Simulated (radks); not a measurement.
Question: The table gives one normalised radial function P(r) = r R(r) of Ta in [Xe] 4f13.5 5d2.5 6s2 6p1 (r in bohr). Method: scalar-relativistic Kohn-Sham, r2SCAN, spin-polarised, spherical densities, finite nucleus; open shells are filled with parallel spins first (spin-orbit coupling, left out, can overturn this in heavy ions); meta-GGA in the generalised Kohn-Sham scheme; Fermi nuclear charge, rms radius 5.3507 fm; computed with a radial shooting solver on a logarithmic mesh with Libxc functionals.

r          P
0.001105  0.0000
0.001296  0.0000
0.001509  0.0000
0.001771  0.0000
0.002078  0.0000
0.002419  0.0000
0.002839  0.0000
0.003332  0.0000
0.003879  0.0000
0.004552  0.0000
0.005342  0.0000
0.006219  0.0000
0.007298  0.0000
0.008564  0.0000
0.00997   0.0001
0.0117    0.0001
0.01373   0.0002
0.01598   0.0004
0.01876   0.0008
0.02201   0.0013
0.02562   0.0023
0.03007   0.0040
0.03529   0.0069
0.04108   0.0114
0.04821   0.0192
0.05657   0.0317
0.06586   0.0501
0.07729   0.0795
0.0907    0.1231
0.1056    0.1819
0.1239    0.2665
0.1454    0.3776
0.1693    0.5078
0.1986    0.6670
0.2331    0.8387
0.2714    0.9989
0.3185    1.1446
0.3737    1.2458
0.4351    1.2832
0.5106    1.2536
0.5992    1.1595
0.6975    1.0255
0.8186    0.8569
0.9606    0.6801
1.118     0.5202
1.312     0.3717
1.54      0.2497
1.793     0.1608
2.104     0.0938
2.469     0.0504
2.874     0.0258
3.373     0.0115
3.958     0.0045
4.608     0.0016
5.407     0.0005
6.346     0.0001
7.387     0.0000
8.669     0.0000
10.17     0.0000
11.84     0.0000
13.9      0.0000

Which n and l does it have? It may be an empty orbital.

Answer: n = 4, l = 3: the number of nodes gives n - l - 1 = 0, the rise at small r (about r^(l+1), flatter next to the nucleus through relativity) gives l, and the extent must fit the shell. The curve is that of 4f up; the table hardly tells the two spins apart. 4f up: eigenvalue -33.452 eV, 0 radial nodes, <r> = 0.628 bohr, 90 % of the charge inside 1.05 bohr.
